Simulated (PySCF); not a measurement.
BF2, SMILES [B](F)F, doublet, CAM-B3LYP/def2-SVP optimised geometry.

```
3

F      0.99    -0.56     0.00
B     -0.32    -0.56     0.00
F     -0.99     0.56     0.00
```

Density from unrestricted CAM-B3LYP/def2-TZVP in PySCF 2.14.0 at that geometry.

Minimum of the electron density along straight lines between bonded atoms, close to the bond critical point (lines longer than 1.1 times the sum of covalent radii, or with two minima, are not listed):

| bond | length / Å | ρ at the minimum / e bohr⁻³ | ∇²ρ there / e bohr⁻⁵ | position (fraction from the first atom) |
|---|---|---|---|---|
| F1–B2 | 1.304 | 0.215 | 1.38 | 0.66 |
| B2–F3 | 1.304 | 0.215 | 1.38 | 0.34 |
